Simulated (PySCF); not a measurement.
Compound: C6H9O (doublet state).
Structure used (GFN2-xTB), in Å, numbered top down from 1:
```xyz
16
C6H9O angstrom
C      2.5389    0.7954   -0.0486
C      1.7835    0.5482   -1.0702
C      0.4091   -0.0739   -1.0822
O     -0.1429   -0.3058   -2.1246
C     -0.2113   -0.3288    0.2780
C     -1.2932   -1.3991    0.1793
C     -0.7925    0.9970    0.7817
H      2.5143    0.6769    1.0113
H      2.1111    0.7824   -2.0772
H      0.5775   -0.6557    0.9620
H     -1.7623   -1.5505    1.1483
H     -0.8653   -2.3416   -0.1542
H     -2.0545   -1.0979   -0.5358
H     -1.5882    1.3320    0.1200
H     -1.2063    0.8630    1.7786
H     -0.0256    1.7675    0.8222
```

The hyperfine couplings belong to this conformer and change with its torsions.

As a line formula: `[H]/[C]=C\C(=O)C(C)C` [radical].

Method used: UKS B3LYP, pcH-1 on C H O, non-relativistic, mean-field spin-orbit, GIAO in PySCF. Geometry: GFN2-xTB, one conformer, isolated molecule. The geometry wasn't refined by DFT: couplings that depend on bond lengths, twists or pyramidal angles can differ widely from those at the functional's own minimum. Stability of the SCF solution: not tested.

Principal values of hyperfine tensors in MHz (contact and dipolar terms together), for some of the nuclei:

```
atom  isotope      A1      A2      A3
  C1      13C  237.93  260.86  457.64
  C3      13C   65.81   67.94   89.39
  H8       1H    7.63   32.18   78.59
  C2      13C  -45.31  -24.86   -9.74
 H11       1H    0.88    0.96    2.85
 H15       1H    0.48    0.65    3.40
 H13       1H    0.54    0.76    2.83
  C6      13C   -1.09   -1.03   -0.39
```

Problem. Give the isotropic coupling of each nucleus in MHz and in mT (g = 2.0024), and the anisotropic part.

Solution. a_iso = (A1 + A2 + A3)/3, Ti = Ai − a_iso; 1 mT corresponds to 28.027 MHz.

```json
{"atom": "C1", "a_iso (MHz)": "318.81", "a_iso (mT)": "11.375", "T1": "-80.88", "T2": "-57.95", "T3": "138.83"}
{"atom": "C3", "a_iso (MHz)": "74.38", "a_iso (mT)": "2.654", "T1": "-8.57", "T2": "-6.44", "T3": "15.01"}
{"atom": "H8", "a_iso (MHz)": "39.47", "a_iso (mT)": "1.408", "T1": "-31.84", "T2": "-7.29", "T3": "39.12"}
{"atom": "C2", "a_iso (MHz)": "-26.64", "a_iso (mT)": "-0.950", "T1": "-18.67", "T2": "1.77", "T3": "16.90"}
{"atom": "H11", "a_iso (MHz)": "1.56", "a_iso (mT)": "0.056", "T1": "-0.68", "T2": "-0.61", "T3": "1.29"}
{"atom": "H15", "a_iso (MHz)": "1.51", "a_iso (mT)": "0.054", "T1": "-1.03", "T2": "-0.86", "T3": "1.89"}
{"atom": "H13", "a_iso (MHz)": "1.38", "a_iso (mT)": "0.049", "T1": "-0.84", "T2": "-0.61", "T3": "1.45"}
{"atom": "C6", "a_iso (MHz)": "-0.84", "a_iso (mT)": "-0.030", "T1": "-0.26", "T2": "-0.19", "T3": "0.45"}
```

Problem. What spin density at the nucleus of C3 lies behind its contact coupling (g_N = 1.40482)?

Solution. a_FC = (2μ0/3) gₑ μB g_N μN ρ(0)/(2S·h) = 800.24 MHz × g_N × ρ(0)/(2S), with ρ in bohr⁻³. With a_FC = 74.38 MHz and 2S = 1, ρ(0) = 0.06616 bohr⁻³.

Problem. H9 (1H, g_N = 5.58569) isn't in the table. Its spin density at the nucleus is 0.02901 bohr⁻³. What is its contact coupling?

Solution. By the same relation, a_FC = 129.7 MHz. Its full tensor has the principal values 123.21, 124.15, 141.63 MHz.

Problem. Which nucleus of the table has the largest anisotropic coupling, and what is its form?

Solution. C1: -80.9, -58.0, 138.8 MHz, rhombic: the two smaller values differ by 17 % of the largest.

Problem. In a single crystal, with the field along each principal axis of the tensor of H8 in turn, what first-order splitting does this nucleus give (isotropic g, quadrupole terms neglected)?

Solution. 2 lines (I = 1/2), spaced by |A_i|/(g × 13.996): 0.27, 1.15, 2.80 mT along the axes of A1, A2 and A3.

Time: 72 s (with the writing of density and orbital grids); peak memory 0.97 GiB. Hardware: an Arm Neoverse V2 with one thread, no GPU, shared host with 96 logical CPUs at a one-minute load of 68.
